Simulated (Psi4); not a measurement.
Interaction energy of COS ··· Na+ (SMILES O=C=S and [Na+]) (charge +1). Monomers: optimised at B3LYP-D3(BJ) (def2-TZVP), held rigid. Orientation: lowest of the rigid-body minima from ten starts at GFN2-xTB (searched outside a hard wall at short contacts). The monomers approach along the line of their centres of mass (distance R); nothing else relaxes. The shortest distances reach bonding range, where SAPT0 and rigid monomers are unreliable.

Level of theory: Psi4 1.11 with SAPT0/jun-cc-pVDZ, all electrons correlated.

Components in kcal/mol:

```
R / Å  electrostatics  exchange  induction  dispersion   total
-----  --------------  --------  ---------  ----------  ------
3.80           -12.46      8.41      -9.99       -0.18  -14.22
3.99            -9.94      3.48      -8.21       -0.10  -14.77
4.19            -8.20      1.34      -6.65       -0.06  -13.56
4.49            -6.50      0.31      -4.83       -0.03  -11.04
4.78            -5.36      0.08      -3.57       -0.02   -8.87
5.30            -3.94      0.01      -2.17       -0.01   -6.11
5.99            -2.78      0.00      -1.22        0.00   -4.00
7.03            -1.79      0.00      -0.59        0.00   -2.38
8.28            -1.16      0.00      -0.29        0.00   -1.45
```
